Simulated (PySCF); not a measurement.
Species: C5H14N2Si.
Geometry (PBE0-D3(BJ)/def2-SVP, Å), atoms numbered from 1 in this order:
```xyz
22
C5H14N2Si angstrom
C     -1.9187   -0.9563    0.4190
N     -1.2817    0.0457   -0.3989
C     -2.1894    1.1148   -0.7246
C     -0.0315    0.5249    0.1486
C      1.0393   -0.5648    0.3053
C      2.3996    0.1005    0.4995
N      2.4632    1.2069   -0.4367
Si     0.9089    1.8080   -0.9066
H     -1.2623   -1.8281    0.5523
H     -2.1959   -0.5818    1.4321
H     -2.8384   -1.3106   -0.0716
H     -2.5115    1.7083    0.1623
H     -3.0955    0.7114   -1.2027
H     -1.7255    1.8113   -1.4423
H     -0.1858    1.0033    1.1510
H      0.8255   -1.2498    1.1417
H      1.0473   -1.1641   -0.6214
H      2.5044    0.4318    1.5542
H      3.2072   -0.6303    0.3183
H      3.3515    1.6799   -0.5298
H      0.6413    3.2298   -0.5069
H      0.6245    1.7197   -2.3762
```

Level: PBE0/pcSseg-1 in PySCF, non-relativistic, on one gas-phase PBE0-D3(BJ)/def2-SVP geometry that isn't relaxed in the solvent. The solvent is an IEF-PCM continuum (Bondi radii, 1.10 Å for H, scaled by 1.2). Only the electrostatic response of the medium enters.

Gas phase at PBE0/pcSseg-1: HOMO -6.07 eV, LUMO 0.81 eV, dipole 1.10 D.

Task: What does the continuum do to the energy, the frontier levels and the dipole at PBE0/pcSseg-1 in chloroform and dichloromethane?

Result: 
| solvent | ε | E(solvent) − E(gas) (kJ/mol) | polarisation term (kJ/mol) | distortion of the solute (kJ/mol) | HOMO (eV) | LUMO (eV) | dipole (D) |
| --- | --- | --- | --- | --- | --- | --- | --- |
| chloroform | 4.711 | -10.28 | -11.08 | 0.80 | -6.08 | 0.85 | 1.41 |
| dichloromethane | 8.93 | -12.58 | -13.82 | 1.24 | -6.10 | 0.85 | 1.50 |

The polarisation term is half the interaction of the solute with the surface charges that it induces; the rest is the cost of distorting the solute's density. The sum is the electrostatic part of solvation alone. From chloroform to dichloromethane the lowering changes by a factor 1.22, Onsager's factor (ε − 1)/(2ε + 1) by 1.18 and ε itself by 1.9.

Task: Which radius a makes the point-dipole formula ΔE = −[(ε − 1)/(2ε + 1)]·μ²/a³ give the value in dichloromethane, with the gas-phase dipole?

Result: μ = 0.431 au and |ΔE| = 0.00479 Eh give a = 1.34 Å; the farthest nucleus lies 3.63 Å from the centroid of the nuclei, so such a sphere wouldn't even hold the nuclei. The formula assumes a rigid point dipole at the centre of a sphere.

Task: Give the dipole vector in the frame of the coordinates (D, pointing from negative to positive charge), gas and dichloromethane.

Result: Gas (0.37, -0.24, 1.00), solvent (0.43, -0.27, 1.41). Its length changes by +37 % and its direction by 4°.

Task: Which ESP-fitted charges (PBE0/pcSseg-1) respond most in chloroform (means over atoms taken as equivalent)?

Result: 
| atoms | environment | gas (e) | solvent (e) | change |
| --- | --- | --- | --- | --- |
| N7 | silicon-bound nitrogen | -0.665 | -0.698 | -0.033 |
| N2 | tertiary amine nitrogen | -0.293 | -0.318 | -0.025 |
| Si8 | SiH2 silicon | +0.509 | +0.530 | +0.021 |
| H20 | N–H hydrogen | +0.347 | +0.368 | +0.021 |
| C4 | sp3 carbon bound to nitrogen | +0.071 | +0.054 | -0.017 |
| C5 | ring CH2 carbon | -0.262 | -0.278 | -0.016 |
| H15 | methine hydrogen | +0.070 | +0.084 | +0.014 |
| H16 | methylene hydrogen | +0.108 | +0.121 | +0.013 |

Task: How do the nuclear quadrupole coupling constants eQVzz/h respond in chloroform?

Result: 
| nucleus | Q (barn) | gas (MHz) | solvent (MHz) | η gas | η solvent |
| --- | --- | --- | --- | --- | --- |
| 14N at N2 | 0.02044 | -6.31 | -6.24 | 0.02 | 0.02 |
| 14N at N7 | 0.02044 | -5.34 | -5.22 | 0.33 | 0.33 |

On Arm Neoverse N1, one thread, shared host, this took 71 s of wall time and 1.3 GiB of memory at its peak. This is the whole shielding run at PBE0/pcSseg-1 in dichloromethane, SCF included.
